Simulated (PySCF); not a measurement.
**C₆ coefficients of unlike pairs at BLYP**

Calculated with PySCF 2.14 from the dipole response of each species, C₆(A,B) = (3/π) ∫ α_A(iu) α_B(iu) du, in atomic units, from isotropic polarisabilities. For ions this is the dispersion term alone; charge-induced terms of lower order in 1/R come first.

```json
{"species": "Li⁺", "configuration": "1s2 (1S)", "basis": "aug-cc-pCVTZ (7s6p4d2f)", "relativity": "none", "α (bohr³)": "0.1851", "C₆ (like pair)": "0.07202"}
{"species": "F", "configuration": "[He] 2s2 2p5 (2P)", "basis": "aug-cc-pCVQZ-DK (9s8p6d4f2g)", "relativity": "spin-free X2C", "α (bohr³)": "4.069", "C₆ (like pair)": "11.15"}
{"species": "F⁺", "configuration": "[He] 2s2 2p4 (3P)", "basis": "aug-cc-pCVQZ-DK (9s8p6d4f2g)", "relativity": "spin-free X2C", "α (bohr³)": "1.889", "C₆ (like pair)": "3.540"}
{"species": "V²⁺", "configuration": "[Ar] 3d3 (4F)", "basis": "aug-cc-pwCVTZ (10s9p7d4f3g)", "relativity": "none", "α (bohr³)": "4.919", "C₆ (like pair)": "14.84"}
```

Q: Estimate C₆ for V²⁺ with F.

A: The integral gives 12.83. The combination rule 2 C_A C_B / (C_A α_B/α_A + C_B α_A/α_B) gives 12.85 and the geometric mean 12.86.

No spin-orbit coupling is included.

The other pairs:

```tsv
pair	C₆
F⁺, Li⁺	0.4792
F, Li⁺	0.7982
V²⁺, Li⁺	0.9416
V²⁺, F⁺	7.175
F⁺, F	6.197
```
